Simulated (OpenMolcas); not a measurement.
W3+ among 6 point charges of -1 e arranged as an octahedron (Oh).

- Program: OpenMolcas
- Method: CASSCF
- Basis: ANO-RCC-VTZP [8s7p5d3f2g1h]
- Scalar Hamiltonian: DKH2, point nucleus
- Active space: 3 electrons in 5 orbitals (5d)
- State averaging: 2S+1 = 4 even, 10 roots; 2S+1 = 2 even, 40 roots
- Spin-orbit coupling: state interaction with AMFI integrals over the reference wave functions

All point charges move together. At R = 2.09 Å |10Dq| is 7749 cm-1, and at R = 2.3 Å it is 4943 cm-1.

Problem. A third run gives 9670 cm-1. What distance was it run at?

Solution. With a power law R^-n the two known points give n = -ln(4943 / 7749) / ln(2.3 / 2.09) = 4.70. Then R = 2.09 × (7749 / 9670)^(1/4.70) = 1.994 Å. The run was at 1.99 Å, so the estimate is off by +0.004 Å.

Without dynamic correlation the repulsion within the d shell is too large (B by tens of per cent), so at a given field states of lower spin stand too high. This field is weak: 10Dq is about 9670 cm-1, while octahedral complexes of 5d ions of charge 3 and more, computed by the same method with explicit ligands, had a median near 35000 cm-1. Ground spin and moment need not be those of a real site (figures for R = 1.99; the like holds for R = 2.09, R = 2.3). Spin-orbit coupling mixes the spin-free states strongly: the lowest level takes only 58 % from its leading state, 4A2 (holds for R = 2.3). This is an electrostatic model: the charges have no orbitals. No measured value stands beside these numbers.
